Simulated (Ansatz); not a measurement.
CH9AlSi3, SMILES `C1[SiH2][AlH][SiH2][SiH2]1`. Total charge 0; spin multiplicity 1. The geometry is a stationary point of PBE0-D4/def2-TZVP.

```xyz
14

C    -0.187    0.842   -1.252
Si   -1.778    0.164   -0.479
Al   -0.984   -1.578    1.070
Si    1.423   -1.117    1.002
Si    1.203    1.002    0.013
H     0.142    0.144   -2.031
H    -0.373    1.804   -1.738
H    -2.428    1.262    0.301
H    -2.750   -0.241   -1.537
H    -1.805   -2.644    1.913
H     2.222   -1.119    2.258
H     2.092   -2.022    0.016
H     0.779    1.963    1.075
H     2.445    1.540   -0.611
```

(1) What is the dipole moment at B3LYP/def2-TZVPP? (An estimate is asked.)

(2) And with PBE, r2SCAN, ωB97M-V? (Estimate.)

(3) Give the Mulliken charges with B3LYP, ωB97M-V, PBE in def2-TZVPP. (Best estimate.)

Results:

(1) The calculation gave: 0.64 D, with components (-0.24, -0.39, -0.45) D in this frame, pointing from negative to positive charge.

(2) Computed: PBE 0.64 D, r2SCAN 0.65 D, ωB97M-V 0.67 D.

(3) The calculation gave: 
```csv
atom,B3LYP,ωB97M-V,PBE
C1,-0.33,-0.45,-0.28
Si2,0.09,0.03,0.02
Al3,0.35,0.33,0.34
Si4,-0.01,-0.09,-0.04
Si5,0.21,0.13,0.14
H6,0.11,0.14,0.12
H7,0.11,0.14,0.11
H8,-0.07,-0.02,-0.05
H9,-0.07,-0.03,-0.06
H10,-0.12,-0.09,-0.10
H11,-0.06,-0.02,-0.05
H12,-0.07,-0.02,-0.05
H13,-0.07,-0.02,-0.06
H14,-0.07,-0.03,-0.06
```

B3LYP here is the variant with VWN-RPA as its local correlation; programs differ in this.
